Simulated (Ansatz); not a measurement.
Geometry optimisation, RKS PBE0-D4/def2-SVP in Ansatz.

The input (input.yaml):

```yaml
crystal:
  periodic: [false, false, false]
  atoms:
    - { symbol: "N", position_ang: [-1.09438, 1.19887, -0.55048] }
    - { symbol: Cu, position_ang: [-0.00088, -0.02065, 0.12123] }
    - { symbol: O, position_ang: [1.14907, -1.36436, 0.69997] }
    - { symbol: H, position_ang: [-0.78468, 2.16084, -0.54155] }
    - { symbol: H, position_ang: [-2.04584, 1.20408, -0.21016] }
    - { symbol: H, position_ang: [0.79987, -2.11583, 0.19244] }
    - { symbol: H, position_ang: [1.97684, -1.06295, 0.28853] }
basis:
  gaussian: { orbitals: def2-SVP }
hamiltonian:
  xc: pbe0
  dispersion: d4
relax:
  f_tol: 0.02
  max_steps: 40
```

Run as:

```bash
$ ansatz run input.yaml --threads 1 --pin off --max-ram 2048MiB --backend cpu --events-out ev --progress --plain --runs-dir out
```

Where does it end, and by what steps?

The run converged. The force dipped under the threshold on the way, but the program's further checks kept it going. After 12 steps the energy has fallen by 0.182 eV; H5 moved furthest, 0.52 Å.

| step | energy less start (eV) | largest force component (eV/Å) | accepted |
| --- | --- | --- | --- |
| 0 | 0.0000 | 0.668 | yes |
| 1 | -0.0901 | 0.429 | yes |
| 2 | -0.1343 | 1.074 | yes |
| 3 | -0.1751 | 0.196 | yes |
| 4 | -0.1773 | 0.118 | yes |
| 5 | -0.1805 | 0.024 | yes |
| 6 | -0.1670 | 0.550 | no |
| 7 | -0.1814 | 0.009 | yes |
| 8 | -0.1785 | 0.300 | no |
| 9 | -0.1819 | 0.052 | yes |
| 10 | -0.1820 | 0.067 | yes |
| 11 | -0.1823 | 0.021 | yes |
| 12 | -0.1824 | 0.008 | yes |

```xyz
7
Properties=species:S:1:pos:R:3
N -1.326 1.203 -0.595
Cu -0.148 -0.027 0.035
O 1.069 -1.467 0.585
H -0.820 2.044 -0.888
H -1.913 1.533 0.176
H 1.180 -2.142 -0.097
H 1.958 -1.144 0.783
```

Time of the run: 40 s on 1 thread of Intel(R) Xeon(R) Platinum 8375C CPU @ 2.90GHz (Ice Lake), on a shared host, peak memory 0.18 GiB.
